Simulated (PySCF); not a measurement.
A structure optimised at LC-wPBE/def2-SVP (Å):
```
atom  x, y, z in Å
C1     0.7170   -0.1450   -0.6728
C2    -0.7058    0.0181   -0.6961
C3    -1.2686    0.1958    0.5277
Se4   -0.0096    0.1742    1.8683
C5     1.2650   -0.0938    0.5692
H6     1.3125   -0.2971   -1.5750
H7    -1.2909    0.0015   -1.6175
H8    -2.3269    0.3384    0.7452
H9     2.3204   -0.1930    0.8219
```

Neutral, closed shell.

Read off the bonds between heavy atoms and their formal orders.

C1–C2 1.43 Å (aromatic); C2–C3 1.36 Å (aromatic); C3–Se4 1.84 Å (aromatic); Se4–C5 1.84 Å (aromatic); C1–C5 1.36 Å (aromatic). Bonds to hydrogen (Å): C1–H6 1.09; C2–H7 1.09; C3–H8 1.09; C5–H9 1.09. The orders are those of one drawing; other resonance forms can be drawn.

Write the SMILES.

`c1cc[se]c1`, C4H4Se.

What is the point group of this geometry?

C2v (every atom within 0.08 Å of its image).

Which rings does it hold (smallest set)?

C1–C2–C3–Se4–C5 (5 members, 0.00 Å rms from planarity).

Describe the place of each heavy atom.

C1/C2: aromatic CH carbon; C3/C5: aromatic CH carbon; Se4: selenium bonded to 2 C.

What is the arrangement about C1?

It has 3 neighbours (C2, C5, H6) and is planar (angles 123.0°, 122.7° and 114.3°, sum 360.0°, 0.00 Å off the plane of its three neighbours).

What is the arrangement about Se4?

It has 2 neighbours (C3, C5) and is bent (angle 87.8°).

The numbers are calculated, not measured.
